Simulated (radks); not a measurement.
All-electron atom: Eu II in [Xe] 4f7 6s1.

All-electron calculation, scalar-relativistic Kohn-Sham, Slater X-alpha with alpha = 0.89, spin-unpolarised, spherical densities, point nucleus. Program: a radial shooting solver on a logarithmic mesh with Libxc functionals.

Energy parts (eV):
part                  energy
total             -296801.18
kinetic            318051.58
electron-nucleus  -721890.16
Hartree            115387.45
exchange            -8350.05

Orbitals (lengths in bohr, moments of r in powers of bohr; <r^-3> diverges for s and p1/2):
| orbital | occ. | eigenvalue (eV) | <r^4> | <r^-3> |
|---|---|---|---|---|
| 1s | 2 | -48531.13 | 1.220e-06 | - |
| 2s | 2 | -8005.671 | 0.0001944 | - |
| 2p | 6 | -7145.123 | 0.0001442 | 10860 |
| 3s | 2 | -1774.298 | 0.007534 | - |
| 3p | 6 | -1505.615 | 0.007855 | 2274 |
| 3d | 10 | -1145.765 | 0.006257 | 308.9 |
| 4s | 2 | -359.8612 | 0.1865 | - |
| 4p | 6 | -271.0523 | 0.2438 | 505.8 |
| 4d | 10 | -146.9130 | 0.3874 | 57.27 |
| 4f | 7 | -12.6970 | 3.674 | 7.411 |
| 5s | 2 | -53.4799 | 6.510 | - |
| 5p | 6 | -32.1256 | 13.09 | 67.89 |
| 6s | 1 | -9.0430 | 355.4 | - |

The highest occupied level is 6s at -9.043 eV. The density falls to 0.001 e/bohr^3 at r = 4.42 bohr. Summed over all electrons, <r^2> = 53.96 bohr^2, which gives a Langevin (diamagnetic) susceptibility term of -42.7 x 10^-6 cm^3/mol. For comparison, the ionisation energy in NIST's Atomic Spectra Database is 11.24 eV (semi-empirical). In exact Kohn-Sham theory the highest level is minus the ionisation energy, but local and semilocal functionals leave it too shallow, through self-interaction and a potential that decays too fast; potentials with the right tail come closer.

Beside tabulated values, note that spin-unpolarised runs miss the spin-polarisation part of the exchange energy of open shells.
